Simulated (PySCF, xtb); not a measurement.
W(O)2(NH2)2 (H4N2O2W), SMILES [O]=[W](=[O])([NH2])[NH2], multiplicity 1.

xtb 6.7.1 with GFN2-xTB at its own geometry gives an orbital gap of 4.29 eV and a dipole moment of 5.85 D.

Geometry optimised at B3LYP-D3(BJ)/def2-SVP. The spin state was assumed, not searched. The def2 effective core potentials stand for the cores of W; spin–orbit coupling is left out. One conformer was computed; it need not be the lowest.

What does PBE/def2-TZVP (PySCF) give? (An estimate is asked for; the answer gives what the named calculation found.)

gap 4.25 eV (levels -6.40 and -2.16 eV), dipole 4.42 D.
